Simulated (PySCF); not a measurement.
A series of related compounds: `C[C@H]([C@@H](CC)C)C(=O)Cl`, C7H13ClO; `CO[C@H]([C@@H](CC)C)C(=O)Cl`, C7H13ClO2; `CC[C@H](C)CC(=O)Cl`, C6H11ClO; SMILES C=C[C@@H](C(=O)Cl)[C@H](C)CC, C8H13ClO; SMILES CC[C@@H](C)[C@H](F)C(=O)Cl, C6H10ClFO.

PySCF calculation with structure optimised with GFN2-xTB and shielding tensors at PBE0/pcSseg-1 (GIAO); equivalent nuclei averaged, non-relativistic, a single conformation, in vacuum.

Chemical shifts δ = σref − σ; HCl for ³⁵Cl, all at this level.

How does the ³⁵Cl shift change along the series?

## Answers


```
                    compound               change  δ (ppm)  HOMO–LUMO gap (eV)
 CC[C@@H](C)[C@@H](C)C(=O)Cl    H replaced by CH3      494                7.25
CC[C@@H](C)[C@@H](OC)C(=O)Cl   H replaced by OCH3      438                6.77
          CC[C@H](C)CC(=O)Cl                 base      479                7.55
C=C[C@@H](C(=O)Cl)[C@H](C)CC  H replaced by vinyl      423                6.61
  CC[C@@H](C)[C@H](F)C(=O)Cl      H replaced by F      468                7.29
```
